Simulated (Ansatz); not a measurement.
Molecular dynamics of C3H8Si

Input file:

```yaml
crystal:
  periodic: [false, false, false]
  atoms:
    - { symbol: C, position_ang: [-0.156265, -0.449225, -2.910631] }
    - { symbol: C, position_ang: [0.096264, 0.693683, -2.657667] }
    - { symbol: H, position_ang: [-0.384289, -1.478959, -3.139751] }
    - { symbol: H, position_ang: [0.323983, 1.723885, -2.430275] }
    - { symbol: C, position_ang: [0.511867, -0.797582, 0.993197] }
    - { symbol: Si, position_ang: [-0.441236, 0.613924, 1.758932] }
    - { symbol: H, position_ang: [0.462958, -0.755066, -0.099191] }
    - { symbol: H, position_ang: [0.109876, -1.764574, 1.309311] }
    - { symbol: H, position_ang: [1.566551, -0.765668, 1.281779] }
    - { symbol: H, position_ang: [0.092557, 1.878232, 1.311729] }
    - { symbol: H, position_ang: [-0.349198, 0.559488, 3.198447] }
    - { symbol: H, position_ang: [-1.833169, 0.541861, 1.38402] }
basis:
  gaussian: { orbitals: STO-3G }
hamiltonian:
  xc: pbe0
md:
  timestep: 0.5
  n_steps: 600
  ensemble: nve
  temperature: 300.0
  initial_velocities: maxwell_boltzmann
  seed: 281896
  masses: [{ species: H, mass: 2.014 }]
scf:
  lower_state_search: "off"
```

Launched with:

```bash
$ ansatz run input.yaml --threads 1 --pin off --max-ram 2048MiB --backend cpu --events-out ev --progress --plain --runs-dir out
```

It starts from a relaxed structure.

Output, in part (step lines, the closing report, with atoms numbered from 0):

```
md step     0: t =     0.00 fs  T =   300.0 K  F+E_penalty+E_count = -10979.23011085 eV  E_kin = 0.387780 eV  conserved = -10978.84233085 eV  (11 SCF iters)
md step     1: t =     0.50 fs  T =   293.7 K  F+E_penalty+E_count = -10979.22188482 eV  E_kin = 0.379673 eV  conserved = -10978.84221228 eV  (18 SCF iters)
md step     2: t =     1.00 fs  T =   276.3 K  F+E_penalty+E_count = -10979.19903277 eV  E_kin = 0.357170 eV  conserved = -10978.84186304 eV  (18 SCF iters)
md step     3: t =     1.50 fs  T =   252.0 K  F+E_penalty+E_count = -10979.16707197 eV  E_kin = 0.325689 eV  conserved = -10978.84138271 eV  (18 SCF iters)
md step     4: t =     2.00 fs  T =   226.4 K  F+E_penalty+E_count = -10979.13355131 eV  E_kin = 0.292634 eV  conserved = -10978.84091732 eV  (18 SCF iters)
md step     5: t =     2.50 fs  T =   205.1 K  F+E_penalty+E_count = -10979.10576196 eV  E_kin = 0.265149 eV  conserved = -10978.84061248 eV  (12 SCF iters)
md step     6: t =     3.00 fs  T =   191.8 K  F+E_penalty+E_count = -10979.08848499 eV  E_kin = 0.247928 eV  conserved = -10978.84055653 eV  (12 SCF iters)
md step     7: t =     3.50 fs  T =   187.1 K  F+E_penalty+E_count = -10979.08262528 eV  E_kin = 0.241879 eV  conserved = -10978.84074620 eV  (12 SCF iters)
[... lines left out ...]
md step   597: t =   298.50 fs  T =   181.4 K  F+E_penalty+E_count = -10979.07645500 eV  E_kin = 0.234515 eV  conserved = -10978.84194024 eV  (14 SCF iters)
md step   598: t =   299.00 fs  T =   173.9 K  F+E_penalty+E_count = -10979.06662787 eV  E_kin = 0.224760 eV  conserved = -10978.84186745 eV  (12 SCF iters)
md step   599: t =   299.50 fs  T =   159.5 K  F+E_penalty+E_count = -10979.04774074 eV  E_kin = 0.206150 eV  conserved = -10978.84159103 eV  (14 SCF iters)
md step   600: t =   300.00 fs  T =   141.5 K  F+E_penalty+E_count = -10979.02408850 eV  E_kin = 0.182890 eV  conserved = -10978.84119804 eV  (26 SCF iters)
Total energy: -10979.02411011 eV, -403.4716941967 hartree
Atom 0 at     0.720625    -0.017729    -3.246042 Å, force     2.666360     0.184314     0.250457 eV/Å
Atom 1 at    -0.426342    -0.016015    -3.545653 Å, force    -2.196080     0.085121    -0.545012 eV/Å
Atom 2 at     1.808286     0.033895    -3.081211 Å, force    -0.982167    -0.161422     0.071365 eV/Å
Atom 3 at    -1.478566     0.017017    -3.833432 Å, force     0.513946    -0.107286     0.234747 eV/Å
Atom 4 at    -0.310579    -0.579762     0.866435 Å, force    -0.547776     1.643875     0.070454 eV/Å
Atom 5 at    -0.155353     0.605671     2.327803 Å, force     0.027664    -0.237549    -0.954211 eV/Å
Atom 6 at     0.054941    -0.221977    -0.114044 Å, force    -0.087962     0.169792     0.638840 eV/Å
Atom 7 at    -1.390639    -0.685691     0.798141 Å, force    -0.230286    -0.774281    -0.502929 eV/Å
Atom 8 at     0.168882    -1.516733     1.067364 Å, force     0.146500    -0.931931     0.246397 eV/Å
Atom 9 at     1.209713     0.896627     2.527463 Å, force     0.891258     0.147807     0.466515 eV/Å
Atom 10 at    -0.769387     0.036579     3.490323 Å, force     0.041483    -0.229650     0.232984 eV/Å
Atom 11 at    -0.808564     1.854675     2.080632 Å, force    -0.242939     0.211210    -0.209607 eV/Å
Dipole moment:    -0.016778    -0.018733    -0.030049 e Å
```

The steps, from the saved trajectory:

| time (fs) | T (K) | potential energy less start (eV) | conserved less start (meV/atom) |
| --- | --- | --- | --- |
| 0.0 | 300 | 0.000 | 0.00 |
| 10.0 | 141 | 0.206 | 0.08 |
| 20.0 | 192 | 0.141 | 0.10 |
| 30.0 | 128 | 0.224 | 0.14 |
| 40.0 | 205 | 0.125 | 0.12 |
| 50.0 | 161 | 0.180 | 0.07 |
| 60.0 | 215 | 0.110 | 0.05 |
| 70.0 | 173 | 0.164 | 0.04 |
| 80.0 | 233 | 0.087 | 0.09 |
| 90.0 | 107 | 0.251 | 0.14 |
| 100.0 | 169 | 0.171 | 0.13 |
| 110.0 | 165 | 0.175 | 0.10 |
| 120.0 | 214 | 0.112 | 0.03 |
| 130.0 | 173 | 0.165 | 0.06 |
| 140.0 | 194 | 0.138 | 0.08 |
| 150.0 | 149 | 0.197 | 0.12 |
| 160.0 | 177 | 0.161 | 0.13 |
| 170.0 | 142 | 0.206 | 0.11 |
| 180.0 | 188 | 0.146 | 0.07 |
| 190.0 | 220 | 0.104 | 0.03 |
| 200.0 | 175 | 0.162 | 0.07 |
| 210.0 | 189 | 0.145 | 0.10 |
| 220.0 | 151 | 0.194 | 0.14 |
| 230.0 | 174 | 0.164 | 0.11 |
| 240.0 | 176 | 0.162 | 0.07 |
| 250.0 | 199 | 0.131 | 0.05 |
| 260.0 | 179 | 0.158 | 0.05 |
| 270.0 | 207 | 0.122 | 0.10 |
| 280.0 | 129 | 0.222 | 0.12 |
| 290.0 | 187 | 0.148 | 0.13 |
| 300.0 | 141 | 0.206 | 0.09 |

All steps were run. The conserved energy stayed within 0.16 meV per atom of its start (net change 0.094 meV per atom), so the integration is sound. A run of 0.3 ps of so small a system gives no equilibrium averages. Limits of this set-up: minimal basis.

The same pairs are bonded in the first frame and the last. Pairs count as bonded within 1.25 times the sum of covalent radii (0.12 Å more for H–H).

Last frame:

```xyz
12
Properties=species:S:1:pos:R:3
C 0.721 -0.018 -3.246
C -0.426 -0.016 -3.546
H 1.808 0.034 -3.081
H -1.479 0.017 -3.833
C -0.311 -0.580 0.866
Si -0.155 0.606 2.328
H 0.055 -0.222 -0.114
H -1.391 -0.686 0.798
H 0.169 -1.517 1.067
H 1.210 0.897 2.527
H -0.769 0.037 3.490
H -0.809 1.855 2.081
```

Time of the run: 12 min on 1 thread of Arm Neoverse V1 (shared host), peak memory 0.19 GiB.
